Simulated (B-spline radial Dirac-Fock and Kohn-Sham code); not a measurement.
# X-ray scattering factor of Zr²²⁺

System: zirconium as Zr²²⁺, [Ne] 3s2 3p6.

Calculated with a radial atomic solver, using Dirac-Fock orbitals of the configuration average with a finite nucleus. f₀ is the Fourier transform of the spherical electron density, S the Waller-Hartree incoherent function, and s = sin θ/λ. The electron scattering factor follows from the Mott-Bethe formula f_e = 0.023934 Å⁻¹·(Z − f₀)/s².

```tsv
s (Å⁻¹)	f₀	S	f_e (Å)
0	18.000	0.000	–
0.07	17.938	0.068	107.761
0.08	17.919	0.089	82.575
0.1	17.874	0.139	52.956
0.12	17.819	0.199	36.866
0.14	17.755	0.270	27.164
0.17	17.640	0.395	18.518
0.21	17.456	0.594	12.235
0.25	17.236	0.828	8.717
0.3	16.917	1.164	6.139
0.36	16.474	1.620	4.345
0.44	15.799	2.294	2.992
0.52	15.050	3.016	2.208
0.63	13.947	4.031	1.571
0.76	12.615	5.198	1.135
0.91	11.146	6.433	0.834
1.1	9.530	7.785	0.603
1.32	8.086	9.072	0.438
1.59	6.882	10.317	0.314
1.91	5.979	11.454	0.223
2.3	5.183	12.542	0.158
2.77	4.303	13.603	0.111
3.33	3.325	14.584	0.079
```

f₀ starts at the number of electrons, 18, and has fallen to half at s ≈ 1.18 Å⁻¹. The sum of ⟨r²⟩ over the electrons is 1.717 bohr². For an ion f_e diverges as s goes to zero, because of the net charge.
